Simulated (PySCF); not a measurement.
## Correlation energy of Re (rhenium, neutral)

[Xe] 4f14 5d5 6s2, high-spin 6S determinant. All numbers are calculated (PySCF 2.14, scalar relativity through the core potential, in def2-QZVPPD with the def2 core potential (60 electrons) (7s6p4d4f2g, 91 functions)). Frozen: nothing; 15 electrons correlated.

MP2 pair energies summed by pair of shells (mhartree):

```
 pair   energy  share (%)
5p-5d  -135.84       32.5
5p-5p   -77.91       18.6
5d-6s   -55.91       13.4
5d-5d   -55.49       13.3
5s-5p   -29.27        7.0
5p-6s   -24.31        5.8
6s-6s   -18.24        4.4
5s-5d   -15.61        3.7
5s-5s    -4.70        1.1
5s-6s    -1.19        0.3
```

Total MP2 correlation energy: -418.46 mhartree.

Same-spin part -147.56 and opposite-spin part -270.90 mhartree; SCS-MP2 scales them by 1/3 and 6/5 to -374.27 mhartree.

The basis has no tight functions for the innermost shells, so their pair energies are far from complete.

This basis was not built for core-valence correlation, so the inner-shell part is incomplete.
